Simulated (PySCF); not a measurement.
## Correlation energy of Rb³⁺ (rubidium, charge +3)

[Ar] 3d10 4s2 4p4, high-spin 3P determinant. Calculation: PySCF 2.14, in cc-pVDZ-X2C (6s5p3d, 36 functions); scalar relativity by spin-free X2C-1e. Frozen: [Ar] 3d10 4s2; 4 electrons correlated.

Total MP2 correlation energy: -1.82 mhartree.

Same-spin part -0.73 and opposite-spin part -1.09 mhartree; SCS-MP2 scales them by 1/3 and 6/5 to -1.56 mhartree.

| level | correlation energy (mhartree) |
| --- | --- |
| CCSD | -2.01 |
| (T) | 0.00 |
| CCSD(T) | -2.01 |

Diagnostics: T1 = 0.00033, D1 = 0.0006, largest double amplitude 0.010.

**Question.** Is a single reference adequate?

**Answer.** Yes, within this model without spin-orbit coupling: T1 lies below 0.03 and no double amplitude reaches 0.07.
